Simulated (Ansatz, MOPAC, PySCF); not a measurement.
Torsion H4–S1–Pb2–Cl3 in ClHPbS (SMILES [SH][Pb][Cl]); at each angle all else is relaxed with GFN2-xTB, and the levels are single points there.
Geometry at 0° (charge 0, multiplicity 1):
```tsv
atom	x (Å)	y (Å)	z (Å)
S	-1.5244	0.4286	-0.1512
Pb	0.7965	1.2122	-0.6968
Cl	2.0501	-0.6834	0.3336
H	-1.2351	-0.6940	0.4781
```

On the grid 0° to 330°, 270° is the highest and 0° the lowest point at CCSD(T)/CBS(def2-TZVPP, def2-QZVPP).

Correlated levels freeze the cores. Filled d and f shells under p-block atoms count as core. CBS(a, b) extrapolates the correlation energy as X⁻³ and adds the Hartree–Fock energy of set b. Rows in LANL2DZ carry no dispersion term and start afresh at each structure. LANL2DZ brings its own core potentials from Na on. The state reached by AM1, PM3, PM6, PM7 isn't checked; PM7 holds dispersion and hydrogen-bond terms.

The values were computed with Ansatz (a quantum-chemistry and plane-wave program); MOPAC for AM1, PM3, PM6, PM7 (differences of heats of formation); PySCF for LANL2DZ rows, the dispersion terms.  In def2 rows elements past Kr take small-core potentials, without spin–orbit coupling.

Other levels give for the energy at 270° less that at 0°: PBE/def2-TZVPP 7.30; B3LYP/def2-TZVPP 7.07; B3LYP-D3(BJ)/def2-TZVPP 7.30; wB97M-V/def2-TZVPP 7.18; CCSD(T)/CBS(def2-TZVPP, def2-QZVPP) 6.60 kcal/mol.

What do these common cheap choices give for the same quantity: AM1, PM3, PM6, PM7, B3LYP/LANL2DZ?

AM1 5.91; PM3 5.51; PM6 5.07; PM7 3.48; B3LYP/LANL2DZ 7.66 kcal/mol. They span 3.48 to 7.66 kcal/mol.
